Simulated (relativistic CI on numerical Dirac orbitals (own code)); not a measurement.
**d7 in a ligand field**

Computed with a parametric ligand-field model of a d^n configuration (Racah B and C, spin-orbit zeta, crystal field), exact diagonalisation.

Field parameters in Wybourne normalisation: Oh B⁴₀ = 21Dq, B⁴₄ = √(5/14) B⁴₀. The field is a parameter set, without covalency.

B = 920 cm⁻¹, C = 4630 cm⁻¹ (C/B = 5.03), Oh, no spin-orbit coupling. Tanabe-Sugano data, E/B above the lowest term (Δ = |10Dq|; b, c mark the second and third term of a kind):

```csv
Δ/B,4T1,4T2,4A2,4T1(b),2E,2T1,2T2,2T1(b)
1.0,0.00,0.81,1.81,15.62,19.43,19.68,19.48,24.30
3.0,0.00,2.49,5.49,16.97,18.67,20.27,20.09,24.69
5.0,0.00,4.22,9.22,18.44,17.16,20.44,20.48,25.03
7.0,0.00,6.00,13.00,20.00,15.41,20.45,20.72,25.31
9.0,0.00,7.82,16.82,21.63,13.58,20.41,20.86,25.54
11.0,0.00,9.66,20.66,23.32,11.70,20.34,20.94,25.73
13.0,0.00,11.53,24.53,25.06,9.80,20.27,20.99,25.89
15.0,0.00,13.42,28.42,26.83,7.88,20.21,21.01,26.02
17.0,0.00,15.32,32.32,28.64,5.95,20.15,21.02,26.13
19.0,0.00,17.23,36.23,30.46,4.01,20.09,21.02,26.22
21.0,0.00,19.16,40.16,32.31,2.07,20.04,21.02,26.30
23.0,0.00,21.09,44.09,34.18,0.12,19.99,21.01,26.36
25.0,1.84,24.87,49.87,37.90,0.00,21.78,22.84,28.26
27.0,3.80,28.77,55.77,41.75,0.00,23.70,24.79,30.27
29.0,5.76,32.69,61.69,45.61,0.00,25.63,26.75,32.28
31.0,7.73,36.61,67.61,49.49,0.00,27.56,28.70,34.28
33.0,9.70,40.54,73.54,53.38,0.00,29.50,30.66,36.29
35.0,11.67,44.47,79.47,57.27,0.00,31.44,32.62,38.29
37.0,13.64,48.41,85.41,61.18,0.00,33.38,34.59,40.29
39.0,15.61,52.35,91.35,65.09,0.00,35.33,36.55,42.29
41.0,17.59,56.30,97.30,69.01,0.00,37.29,38.52,44.28
43.0,19.57,60.25,103.25,72.93,0.00,39.24,40.49,46.28
45.0,21.55,64.20,109.20,76.86,0.00,41.20,42.46,48.28
47.0,23.53,68.16,115.16,80.80,0.00,43.16,44.43,50.28
```

The ground term changes from 4T1 to 2E between Δ/B = 23.0 and 25.0.
